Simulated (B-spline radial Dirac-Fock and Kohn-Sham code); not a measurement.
Run log: Rb

ΔSCF core binding energies without Breit or QED terms, calculated with a B-spline atomic structure program. Keys: rel is the Hamiltonian (dirac, or spin-free x2c and nr, where L3 and M5 stand for the whole 2p and 3d shells), method is hf or an exchange,correlation pair (spin-unpolarised, also for the hole states), nuc the nuclear model, radius_factor scales its radius, rmax is the box in bohr, h the logarithmic mesh step, order the B-spline order, points the quadrature points per cell, c_factor scales the speed of light, and damp, ndamp, maxit and tol steer the iteration. The run stops when the commutator error falls below 10·tol·max(1, Z/10), or the numerical noise floor, and the energy has settled to about 1e-8 Ha; the virial ratio is −V/T.

Input (task.json):

```json
{"items": [{"Z": 37, "q": 0, "cfg": [[1, 0, 2], [2, 0, 2], [2, 1, 6], [3, 0, 2], [3, 1, 6], [3, 2, 10], [4, 0, 2], [4, 1, 6], [5, 0, 1]], "A": 85, "rrms": 4.2036, "do": "settings", "holes": ["K", "L3", "M5"],
  "settings": [{"rel": "dirac", "method": "hf", "nuc": "fermi", "radius_factor": 100.0, "rmax": 45.0, "h": 0.3, "order": 8, "points": 10, "c_factor": 1.0, "maxit": 64, "damp": 0.5, "ndamp": 3, "tol": 1e-08}]}]}
```

Command: `python xray2_run.py task.json out`

Ground-state iterations:

```
iter   energy (Ha)        error
   1    -2863.04446320  1.53e+00
   2    -2863.60020556  1.25e-01
   3    -2863.72860098  3.01e-02
   4    -2863.73509442  1.17e-02
   5    -2863.73557175  3.23e-03
   6    -2863.73567046  7.11e-04
   7    -2863.73567638  6.85e-05
   8    -2863.73567659  5.18e-06
   9    -2863.73567659  5.77e-07
  10    -2863.73567659  1.38e-07
```

The ground state converged in 10 iterations, with total energy -2863.73568 Ha, virial ratio 2.03951 and highest orbital energy -3.67 eV. ΔSCF binding energies: K (1s) 13890.4 eV, L3 (2p3/2) 1825.1 eV, M5 (3d5/2) 118.0 eV.

**Question.** One setting is unsound. Which, and why?

**Answer.** radius_factor inflates the nucleus far beyond its size, which weakens the binding of the inner electrons. With the default settings (Dirac Hartree-Fock): The ground state converged in 10 iterations, with total energy -2979.80549 Ha, virial ratio 1.97197 and highest orbital energy -3.81 eV. ΔSCF binding energies: K (1s) 15241.3 eV, L3 (2p3/2) 1813.9 eV, M5 (3d5/2) 115.9 eV.
